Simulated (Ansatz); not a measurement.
Input file for Ansatz (a quantum-chemistry and plane-wave program): U-wB97X-V/cc-pVTZ on BF2H (SMILES FBF), a point of a bond scan (R = 0.949 Å).

Ansatz 0.2 input:
```yaml
crystal:
  periodic: [false, false, false]
  atoms:
    - {symbol: B, position_ang: [-0.23542436, -0.38535740, 0.08189990]}
    - {symbol: H, position_ang: [-0.72244273, -1.18253970, 0.25132484]}
    - {symbol: F, position_ang: [0.89919528, -0.13880538, 0.70491879]}
    - {symbol: F, position_ang: [-0.67460427, 0.50643007, -0.78304996]}
basis:
  gaussian:
    orbitals: cc-pVTZ
hamiltonian:
  xc: {name: wB97X-V}
magnetization: {spin_polarized: true, initial_magnetization: 0}
```

The head of its log:

```
WARN ansatz: RAYON_NUM_THREADS=1 ignored (pool sized by the plan → 1); use --threads N
Functional definition: wB97X-V
integrals: 0.03 GiB planned
564 factors; their error is unknown
integrals: 0.06 GiB planned
114 factors; integrals over basis functions are off by at most 8.2e-6 eV
mean field: 0.42 GiB planned
mean field evaluation 1: about -6126.8703 eV, gradient 2.4e1 eV
mean field evaluation 2: about -6126.9557 eV, gradient 2.7e1 eV
```

Give the final energy of this run.

-225.2208 hartree.
